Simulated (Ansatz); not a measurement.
H$_{5}$Si$_{2}$ (SMILES [SiH2][SiH3]), doublet, at the geometry of the source list. Base run: CCSD(T)/cc-pVDZ run with Ansatz (a program for electronic structure).

Ansatz was given this input:
Ansatz 0.2 input:
```yaml
crystal:
  periodic: [false, false, false]
  atoms:
    - {symbol: Si, position_ang: [1.29670000, -0.12590000, 0.26840000]}
    - {symbol: Si, position_ang: [-0.95230000, 0.08030000, 0.01870000]}
    - {symbol: H, position_ang: [2.18680000, 0.95230000, -0.18370000]}
    - {symbol: H, position_ang: [1.98600000, -1.37060000, -0.07560000]}
    - {symbol: H, position_ang: [-1.63230000, -0.34810000, 1.25010000]}
    - {symbol: H, position_ang: [-1.29840000, 1.48740000, -0.20760000]}
    - {symbol: H, position_ang: [-1.58660000, -0.67540000, -1.07020000]}
basis:
  gaussian:
    orbitals: cc-pVDZ
magnetization: {spin_polarized: true, initial_magnetization: 1}
correlation: {method: ccsd_t}
```

**Question.** The base was run again with changes. Order these runs by total energy, lowest first: method = mp2 | method = ccsd | reference functional = pbe0 | method = rpa.

**Answer.** method = rpa (ΔE vs base (kcal/mol) -17.53), reference functional = pbe0 (ΔE vs base (kcal/mol) 1.71), method = ccsd (ΔE vs base (kcal/mol) 3.55), method = mp2 (ΔE vs base (kcal/mol) 33.43)
